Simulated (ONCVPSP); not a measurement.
Cr ONCV: all-electron and pseudo phase curves

ONCVPSP 4.0.1 input, shortened (lines: element, Z, core and valence counts, functional; n l f; lmax; l rc ep ncon nbas qcut; lloc lpopt rc5 dvloc0; l nproj debl; icmod fcfact rcfact), PW91, scalar-relativistic:

```
  Cr 24.00    3    4  -109134      upf
    1    0    2.00
    2    0    2.00
    2    1    6.00
    3    0    2.00
    3    1    6.00
    3    2    5.00
    4    0    1.00
    3
    0    1.25    0.00    3    6    8.30
    1    1.35    0.00    4    8   10.10
    2    1.15    0.00    4    8   10.90
    3    1.35    0.34    4    8    8.30
    4    5    0.75    0.00
    0    2    0.70
    1    2    2.50
    2    1    2.70
    3    1    3.00
    3    5.25    1.50
```

The phase is arctan(r·R′/R) of the radial function R(r), unwrapped; energies in Ha, scanned from -4 to 5 Ha. A pole is an energy at which the radial function vanishes at the test radius. The pseudo phase is shifted by a multiple of π to meet the all-electron one at the reference energy, and phase errors are pseudo minus all-electron; the curves can meet again beyond the range given. Levels narrower than the energy grid can be missing from the lists of poles.

**Question.** For each channel, where are the poles, and over which energies does the pseudopotential scatter like the atom?

**Answer.**

| channel | radius (bohr) | reference energy (Ha) | poles, all-electron | poles, pseudo | unbroken range about the reference energy with phases within 0.05 rad | phase error 1 Ha above the reference energy (rad) |
| --- | --- | --- | --- | --- | --- | --- |
| s | 1.27 | -0.15 | -1.38 | -1.38 | the whole range | -0.000 |
| p | 1.37 | -1.67 | -0.65 | -0.65 | the whole range | -0.000 |
| d | 1.17 | -0.11 | 1.98 | 2.05 | below 4.0 | +0.003 |
| f | 1.37 | 0.34 | none | none | the whole range | +0.000 |

Phases in the f channel:

```csv
E (Ha),all-electron,pseudo
-3.98,1.304,1.305
-3.50,1.291,1.291
-3.02,1.275,1.275
-2.54,1.256,1.256
-2.06,1.234,1.234
-1.58,1.207,1.207
-1.10,1.175,1.175
-0.62,1.134,1.134
-0.14,1.081,1.081
0.34,1.009,1.009
0.82,0.909,0.909
1.30,0.760,0.760
1.78,0.530,0.531
2.26,0.181,0.184
2.74,-0.264,-0.258
3.22,-0.667,-0.660
3.70,-0.949,-0.941
4.18,-1.131,-1.124
4.66,-1.253,-1.246
```
